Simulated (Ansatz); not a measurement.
`C[SiH](C)[NH][AlH2]`. The species carries charge 0 and has multiplicity 1. All single points use the PBE0-D4/def2-TZVP geometry. It is one conformer, not always the lowest.

```xyz
15

C    -1.834    0.643   -0.590
Si   -0.362   -0.275    0.109
C    -0.034   -1.797   -0.928
N     1.037    0.746    0.203
Al    2.000    1.226    1.619
H    -1.635    0.983   -1.610
H    -2.719    0.001   -0.621
H    -2.073    1.520    0.016
H    -0.651   -0.684    1.513
H     0.213   -1.524   -1.958
H    -0.912   -2.448   -0.959
H     0.801   -2.373   -0.524
H     1.347    1.118   -0.687
H     3.241    2.181    1.371
H     1.583    0.684    3.045
```

What is the dipole moment at PBE/def2-TZVPP? (Estimate.)

Ansatz gave: 1.51 D, with components (-0.33, -0.01, -1.48) D in this frame, pointing from negative to positive charge.

And with r2SCAN, B3LYP, ωB97M-V? (Estimate.)

Ansatz gave: r2SCAN 1.51 D, B3LYP 1.40 D, ωB97M-V 1.40 D.

Give the Mulliken charges with PBE, B3LYP, ωB97M-V in def2-TZVPP. (An estimate is asked.)

Ansatz gave: 
```
atom    PBE  B3LYP  ωB97M-V
  C1  -0.38  -0.39    -0.45
 Si2   0.36   0.46     0.41
  C3  -0.37  -0.39    -0.45
  N4  -0.28  -0.34    -0.35
 Al5   0.31   0.39     0.36
  H6   0.09   0.09     0.11
  H7   0.10   0.09     0.11
  H8   0.10   0.10     0.12
  H9  -0.08  -0.10    -0.04
 H10   0.09   0.09     0.11
 H11   0.10   0.09     0.11
 H12   0.10   0.10     0.12
 H13   0.12   0.10     0.09
 H14  -0.13  -0.15    -0.12
 H15  -0.12  -0.14    -0.11
```

B3LYP here is the variant with VWN-RPA as its local correlation; programs differ in this.
